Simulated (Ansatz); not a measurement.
Harmonic frequencies (cm⁻¹) at PBE0-D4/def2-TZVP from Ansatz: 59, 132, 167, 184, 198, 235, 384, 482, 546, 676, 735, 752, 803, 830, 838, 892, 943, 1206, 1276, 1441, 1442, 2254, 2587, 2692, 3054, 3143, 3150.

Each molecule was computed in one conformer, which needn't be the lowest.

Q: Which molecule is it?
A. `C1=N[CH2][AlH][Te]1`
B. `F[SiH]1C=NC1`
C. `BS[SiH](C)Cl`
D. `C=C1[SiH2]N1C`

A: C.
